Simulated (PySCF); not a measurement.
From one molecule to another.

First species: C3H3ClFNO.
Cartesian coordinates in Å at the GFN2-xTB level; atoms count from 1:
```
atom  x, y, z in Å
N1    -1.797   -0.055   -0.369
C2    -0.638    0.531    0.000
O3    -0.544    1.700    0.301
C4     0.531   -0.395    0.007
F5     0.253   -1.675   -0.356
C6     1.797   -0.115    0.323
Cl7    2.332    1.418    0.797
H8    -2.630    0.508   -0.397
H9    -1.851   -1.027   -0.615
H10    2.554   -0.886    0.286
```

Second species: C7H12OSi.
SMILES: `C#C/C(=C\O[SiH3])CCC`

Levels: PBE0/pcSseg-1 for dipole moment, HOMO energy, LUMO energy and HOMO–LUMO gap; GFN2-xTB for rotational constant A and rotational constant C. Geometries: GFN2-xTB. Each species is one conformer at its optimised geometry, gas phase, non-relativistic unless stated. Electronic properties by PySCF.

Dipoles, sizes and rotational constants follow the conformer. The torsions of the flexible species, by atom-mapped SMILES:
- `[NH2:1][C:2](=[O:3])/[C:4]([F:5])=[CH:6]\[Cl:7]`: N1–C2–C4–F5 0°, H–N1–C2–O3 0°, H–N1–C2–O3 180°
- `[CH:1]#[C:2]/[C:3](=[CH:4]\[O:5][SiH3:6])[CH2:7][CH2:8][CH3:9]`: C3–C4–O5–Si6 167°, C2–C3–C7–C8 69°, C3–C7–C8–C9 64°

Values for the first species:

```
Dipole moment         : 3.17 D
HOMO energy           : -7.62 eV
LUMO energy           : -1.46 eV
HOMO–LUMO gap         : 6.16 eV
Rotational constant A : 3.662 GHz
Rotational constant C : 1.118 GHz
```

Q: Estimate the same properties for the second species, and the change in each.

A: 
```
             property      first     second  second less first
        dipole moment     3.17 D     1.48 D            -1.69 D
          HOMO energy   -7.62 eV   -6.32 eV           +1.30 eV
          LUMO energy   -1.46 eV   -0.41 eV           +1.05 eV
        HOMO–LUMO gap    6.16 eV    5.91 eV           -0.25 eV
rotational constant A  3.662 GHz  2.041 GHz         -1.621 GHz
rotational constant C  1.118 GHz  0.589 GHz         -0.529 GHz
```

On the first: The dipole matches unit charges of opposite sign 0.66 Å apart (1 e·Å = 4.8032 D).

On the second: A dipole of 1.48 D is allowed in C1, and pure rotational transitions are dipole-allowed. The dipole equals about 4.9 × 10⁻³⁰ C·m (1 D = 3.33564 × 10⁻³⁰ C·m).
